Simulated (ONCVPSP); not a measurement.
**Cutoff test, tantalum, ONCV**

| Property | Result |
| --- | --- |
| Element | Ta |
| Generator | ONCVPSP 4.0.1 |
| Type | optimised norm-conserving Vanderbilt (ONCV) |
| Functional | PBEsol |
| Relativity | scalar-relativistic |
| Frozen core | [Kr] 4d10 4f14 |
| Valence charge | 13 |
| Reference configuration | 5s2 5p6 5d3 6s1.5 6p0.5 |
| Partial waves | 5s+6s: rc 1.90 bohr, ncon 3, nbas 7, qcut 7.9 1/bohr, 3 projectors, debl 3.5 Ha; 5p+6p: rc 1.90 bohr, ncon 4, nbas 8, qcut 5.9 1/bohr, 2 projectors; 5d: rc 1.90 bohr, ncon 4, nbas 7, qcut 4.5 1/bohr, 2 projectors, debl 2.7 Ha |
| Local potential | polynomial inside 1.65 bohr (lpopt 5, dvloc0 0 Ha) |
| Core correction | none |

Question: For each optimised wave give the share of its norm inside rc, the residual kinetic energy above qcut (Ha) and the cutoffs (Ha) for errors of 10, 1, 0.1 and 0.01 mHa per electron.

Answer:

```
         wave  norm inside rc  residual KE  10 mHa  1 mHa  0.1 mHa  0.01 mHa
           5s           0.971      5.9e-08    14.4   19.0     22.8      25.8
           6s           0.086      2.6e-08    10.8   16.9     21.4      24.8
s projector 3           0.120      4.1e-07    16.2   21.5     25.2      28.1
           5p           0.904      7.3e-06     8.3   10.6     12.4      14.9
           6p           0.027      6.2e-06     5.5    8.2     10.3      15.6
           5d           0.462      5.2e-03     9.2   19.2     42.4      49.5
d projector 2           0.121      2.0e-02    11.1   15.4     28.3      46.3
```

The occupied waves need 19 Ha and 42 Ha for 1 and 0.1 mHa. Its largest configuration-test error is -367 meV.
